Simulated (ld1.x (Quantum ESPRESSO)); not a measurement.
## aluminium (Al): TM pseudisation with PW91, scalar-relativistic reference atom.

aluminium, norm-conserving Troullier–Martins (Kleinman–Bylander form), made with ld1.x (Quantum ESPRESSO) 7.5 (PW91, scalar-relativistic). Core [Ne], reference 3s2 3p1. Waves: 3s (bound): rc 1.80 bohr; 3p (bound): rc 2.25 bohr; 3d channel at 0.15 Ry: rc 2.30 bohr. Local part: the d channel. Core correction: Bessel-smoothed model core inside 1.35 bohr.

All-electron outer shells of the reference configuration (PW91, scalar-relativistic, ld1.x):

| shell | level (eV) | outermost node (bohr) | outermost maximum (bohr) |
| --- | --- | --- | --- |
| 2s | -108.23 | 0.16 | 0.50 |
| 2p | -69.80 | – | 0.43 |
| 3s | -7.79 | 0.80 | 2.09 |
| 3p | -2.74 | 0.82 | 2.64 |

Question: Estimate the cutoffs (Ry, on a coarse ladder) from which the occupation-weighted sum of valence levels, in a spherical-Bessel basis at the reference potential, stays within 10 and 1 mRy of its value at 400 Ry.

Answer: 10 Ry and 30 Ry.

Question: Does the potential have ghost states?

Answer: No extra level below or beside the all-electron valence levels (s, p, d, f tested).

Question: Which valence shell sets the plane-wave cutoff?

Answer: 3s: its level needs 21 Ry to come within 1 mRy, against 6 Ry for 3p.

Question: Tests: 3s2 3p0; 3s1 3p0; 3s2 3p0.5; 3s1 3p2; 3s1 3p1; 3s2 3p1.3; 3s0 3p3. Which has the largest error in its energy relative to the reference configuration, and how large is it?

Answer: 3s1 3p0, with +20 meV (all-electron minus pseudo) on +25.08 eV.
